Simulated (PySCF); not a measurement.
## `FC/C=C\C(=C)C`, C₆H₉F

Geometry:
```csv
atom,x (Å),y (Å),z (Å)
C1,-1.670,-1.041,-1.434
C2,-0.806,-0.527,-0.557
C3,-0.897,-0.881,0.897
C4,0.224,0.381,-1.042
C5,1.198,1.025,-0.398
C6,1.547,1.017,1.055
F7,2.634,1.833,1.273
H8,-2.451,-1.718,-1.133
H9,-1.626,-0.802,-2.483
H10,-1.061,0.008,1.501
H11,-1.725,-1.566,1.063
H12,0.019,-1.361,1.235
H13,0.170,0.547,-2.112
H14,1.859,1.659,-0.974
H15,1.837,0.023,1.414
H16,0.740,1.414,1.683
```

Computed, not measured: GIAO B97-2/pcSseg-1 magnetisability, rotational g tensor and spin-rotation constants, non-relativistic, gas phase (PySCF). Geometry: GFN2-xTB.

(1) How diamagnetic is it, and how anisotropic?

(2) Split it along the inertial axes a, b, c into diamagnetic and paramagnetic parts about the centre of mass, with the quadrupole moment.

(3) And the rotational g tensor?

Results:

(1) Isotropic -971 × 10⁻³⁰ J/T², or -58.5 × 10⁻⁶ cm³/mol; principal values -1081, -964, -868 × 10⁻³⁰ J/T², anisotropy 185 × 10⁻³⁰ J/T² (root of half the summed squared differences of the principal values). The susceptibility is in cgs units.

(2) 
```
axis  χ (10⁻⁶ cm³/mol)  diamagnetic (10⁻⁶ cm³/mol)  paramagnetic (10⁻⁶ cm³/mol)  summed x² of all electrons (Å²)  quadrupole Θ (D Å)
   a             -57.8                      -286.1                        228.2                            220.9               -6.13
   b             -52.5                      -989.9                        937.4                             55.0               +7.03
   c             -65.1                     -1170.3                       1105.2                             12.5               -0.91
```
Anisotropies 2χaa − χbb − χcc = +1.9 and 2χbb − χaa − χcc = +18.0 × 10⁻⁶ cm³/mol. Θ is traceless in Buckingham's convention.

(3) 
```csv
axis,rotational constant (GHz),g,nuclear part,electronic part
a,6.7127,-0.0517,0.6681,-0.7198
b,1.2727,-0.0176,0.5429,-0.5605
c,1.0845,-0.0062,0.5569,-0.5631
```
Asymmetric top; isotopes 12C, 19F, 1H; no vibrational averaging.
